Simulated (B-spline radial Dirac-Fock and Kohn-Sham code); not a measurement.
# What relativity does to the binding energies of Hf⁴⁺

System: hafnium as Hf⁴⁺, [Xe] 4f14.

Both columns are ΔSCF binding energies of the configuration average from a radial finite-basis atomic code: non-relativistic Hartree-Fock with a point nucleus, and Dirac-Fock with a finite nucleus and the Coulomb interaction alone, averaged over the two j levels with weights 2j+1.

| shell | Hartree-Fock (eV) | Dirac-Fock (eV) | shift (eV) | shift (%) |
| --- | --- | --- | --- | --- |
| 1s | 60695.3 | 65710.0 | +5014.74 | +8.26 |
| 2s | 10044.5 | 11368.2 | +1323.72 | +13.18 |
| 2p | 9596.0 | 10033.7 | +437.66 | +4.56 |
| 3s | 2339.1 | 2664.2 | +325.05 | +13.90 |
| 3p | 2132.7 | 2254.1 | +121.43 | +5.69 |
| 3d | 1751.9 | 1736.8 | -15.05 | -0.86 |
| 4s | 516.0 | 594.8 | +78.81 | +15.27 |
| 4p | 429.9 | 457.7 | +27.74 | +6.45 |
| 4d | 274.1 | 270.5 | -3.67 | -1.34 |
| 4f | 72.89 | 65.35 | -7.54 | -10.34 |
| 5s | 107.4 | 119.5 | +12.14 | +11.31 |
| 5p | 79.82 | 82.70 | +2.87 | +3.60 |

Relativity binds 1s, 2s, 2p, 3s, 3p, 4s, 4p, 5s, 5p more strongly, among those listed most of all 4s in relative terms, and 3d, 4d, 4f more weakly, because the contracted s and p shells screen the nucleus better.

Values without a named source are computed, but for edge energies of neutral atoms, which are taken from tables.
